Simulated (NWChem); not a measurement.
Species: Si$_{2}$H$_{4}$OCl$_{2}$; SMILES O[Si@@H](Cl)[SiH2]Cl

```xyz
9

O      1.6881     0.9749    -0.6278
Si     0.3589     0.8634     0.3548
Cl    -0.9093     2.5130     0.1118
Si    -0.8355    -1.0383    -0.3171
Cl     0.2449    -2.7644     0.1476
H      2.3491     1.6524    -0.4209
H      0.7355     0.8724     1.7926
H     -2.1277    -1.1038     0.4106
H     -1.0860    -1.0205    -1.7793
```
Atoms are numbered in this order, from 1.

Computed with NWChem. Pople sets run with spherical d functions. Coordinates come from a B3LYP/6-31G* (spherical d) optimisation. Static field.

```csv
level,isotropic polarisability (bohr³),anisotropy (bohr³)
PBE/6-31+G*,80.6,33.5
B3LYP/6-31+G*,77.1,30.9
Hartree-Fock/6-31+G*,68.2,24.4
CAM-B3LYP/6-31+G*,75.2,29.0
```
